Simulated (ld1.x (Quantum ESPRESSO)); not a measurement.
# An all-electron radial function and its pseudo partner (potassium (K))

Columns: radius, all-electron u(r) and pseudo u(r) of the 4p shell (level -3.64 eV) of potassium in the configuration [Ne] 3s2 3p6 3d0 4s0 4p0; LDA (PZ), scalar-relativistic, ultrasoft scheme, ld1.x (Quantum ESPRESSO) 7.5.

```tsv
r (bohr)	all-electron	pseudo
0.182	0.1190	-0.0348
0.365	0.0550	-0.1276
0.548	-0.0751	-0.2455
0.730	-0.1712	-0.3478
0.912	-0.2142	-0.4022
1.095	-0.2116	-0.3934
1.277	-0.1776	-0.3276
1.460	-0.1241	-0.2254
1.642	-0.0607	-0.1143
1.825	0.0069	-0.0129
2.007	0.0740	0.0700
2.190	0.1384	0.1383
2.372	0.1979	0.1979
2.555	0.2521	0.2521
2.738	0.3000	0.3000
2.920	0.3413	0.3413
3.102	0.3763	0.3763
3.285	0.4054	0.4054
3.468	0.4287	0.4287
3.650	0.4467	0.4467
3.832	0.4599	0.4599
4.015	0.4688	0.4688
4.198	0.4738	0.4738
4.380	0.4754	0.4754
4.562	0.4741	0.4741
4.745	0.4701	0.4701
```

Problem. How many radial nodes do the two functions have?

Solution. The all-electron 4p function has n − l − 1 = 2; the pseudo-wave has 1, since 1 lower shell of the same l stays in the valence.

Problem. At about which radius was the pseudo-wave matched?

Solution. 2.35 bohr, where the columns begin to agree (steps of 0.18 bohr).

Problem. Is the pseudo-wave norm-conserving?

Solution. No, it belongs to an ultrasoft set: the norm inside the radius is not constrained, and the difference is carried by the augmentation charge.
